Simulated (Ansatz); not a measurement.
Start from `N=[C]([SiH3])[GeH3]` and change one atom or group to get `N=C(N)[SiH3]`.

Ansatz, PBE0-D4/def2-TZVP geometries, multiplicity 1. Each molecule was computed in one conformer, which needn't be the lowest.

Scalar relativity is left out up to krypton.

```csv
property,`N=[C]([SiH3])[GeH3]`
HOMO–LUMO gap (PBE/def2-TZVPP) / eV,3.31
LUMO energy (ωB97M-V/def2-TZVPP) / eV,0.99
size of the dipole moment (PBE/def2-TZVPP) / D,1.29
HOMO–LUMO gap (ωB97M-V/def2-TZVPP) / eV,10.08
LUMO energy (PBE/def2-TZVPP) / eV,-2.32
HOMO energy (ωB97M-V/def2-TZVPP) / eV,-9.09
```

Q: What does the change do to each property? (An estimate is asked.)

A: The calculation gave: 
```json
{"property": "HOMO–LUMO gap (PBE/def2-TZVPP) / eV", "`N=C(N)[SiH3]`": "4.91", "shift": "1.60"}
{"property": "LUMO energy (ωB97M-V/def2-TZVPP) / eV", "`N=C(N)[SiH3]`": "2.02", "shift": "1.03"}
{"property": "size of the dipole moment (PBE/def2-TZVPP) / D", "`N=C(N)[SiH3]`": "3.24", "shift": "1.95"}
{"property": "HOMO–LUMO gap (ωB97M-V/def2-TZVPP) / eV", "`N=C(N)[SiH3]`": "11.46", "shift": "1.38"}
{"property": "LUMO energy (PBE/def2-TZVPP) / eV", "`N=C(N)[SiH3]`": "-0.97", "shift": "1.35"}
{"property": "HOMO energy (ωB97M-V/def2-TZVPP) / eV", "`N=C(N)[SiH3]`": "-9.44", "shift": "-0.35"}
```

With PBE0 the HOMO falls by 0.26 eV and the LUMO rises by 1.24 eV, so the gap widens by about 1.50 eV. PBE moves the HOMO by -0.25 eV and ωB97M-V by -0.35 eV. Dipoles are sizes alone; their direction can turn.
